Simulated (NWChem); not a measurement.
AlH$_{2}$OCl; SMILES [OH][AlH][Cl]

```xyz
5

Al    -0.5793     0.6087     0.0000
H     -2.1439     0.6903     0.0000
Cl     0.4180    -1.2441     0.0000
O      0.3066     2.0498     0.0000
H      1.2591     2.1544     0.0000
```
Atoms are numbered in this order, from 1.

Program: NWChem. Coordinates come from a PBE0/def2-SVP optimisation. Static field.

Task: Among these, which level gives the lowest value of “anisotropy (bohr³)”?
A) PBE/def2-SVPD
B) B3LYP/def2-SVPD
C) Hartree-Fock/def2-SVPD
D) CAM-B3LYP/def2-SVPD

Result: C, Hartree-Fock/def2-SVPD. Values: Hartree-Fock/def2-SVPD 8.6; CAM-B3LYP/def2-SVPD 11.0; B3LYP/def2-SVPD 11.6; PBE/def2-SVPD 12.6
